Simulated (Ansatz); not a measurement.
Energy needed to pull apart NH₂Te (SMILES N[Te]), doublet, into free ground-state atoms, from the structure below (displaced at random from a GFN2-xTB minimum); no zero-point or spin–orbit terms; open-shell atoms are treated unrestricted, in their ground-state multiplicity.

| atom | x (Å) | y (Å) | z (Å) |
| --- | --- | --- | --- |
| N1 | -0.2946 | 0.1620 | 0.0331 |
| Te2 | 1.5156 | -0.1304 | 0.8528 |
| H3 | -0.9412 | -0.6508 | 0.0452 |
| H4 | -0.3288 | 0.5849 | -0.9334 |

Computed with Ansatz 0.2.0 (basis: def2-TZVPP); correlated methods freeze the cores; orbitals are unrestricted. Filled d shells of the heavier atoms are correlated. Core potentials replace the inner electrons of the atoms past krypton. The def2 sets are not built for correlating such inner shells, so the correlated values are less sure here.

| method | atomization energy (kJ/mol) |
| --- | --- |
| PBE-D4 | 1068 |
| r2SCAN-D4 | 1009 |
| PBE0-D4 | 1015 |
| r2SCANh-D4 | 994 |
| wB97X-V | ? |
| wB97M-V | 1018 |
| HF | 568 |
| MP2 | 974 |
| CCSD | ? |
| CCSD(T) | 970 |

Problem. What does CCSD give? (To be estimated.)

Solution. The calculation gives: 943 kJ/mol, which is about 27 kJ/mol less than CCSD(T)/def2-TZVPP.

Problem. What does wB97X-V give? (Judge from chemistry; the value comes from the calculation.)

Solution. Computed: 1027 kJ/mol, which is about 58 kJ/mol more than CCSD(T)/def2-TZVPP.

In triple zeta the MP2 and coupled-cluster atomization energies are still short of their basis limit by a few kcal/mol a bond, whereas those of the functionals are nearly converged, so these differences are not deviations from converged CCSD(T).

No T1 diagnostic of these runs exceeds 0.018. ⟨S²⟩ of the unrestricted Hartree–Fock references: 0.77 (a pure state has 0.75).

For scale, one of the runs: CCSD(T)/def2-TZVPP forces, 109 basis functions (an equivalent command: `ansatz run in.yaml --threads 4`). Time: 110 s of wall clock on 4 CPU threads; the host was shared. Peak host memory: 1.8 GiB.
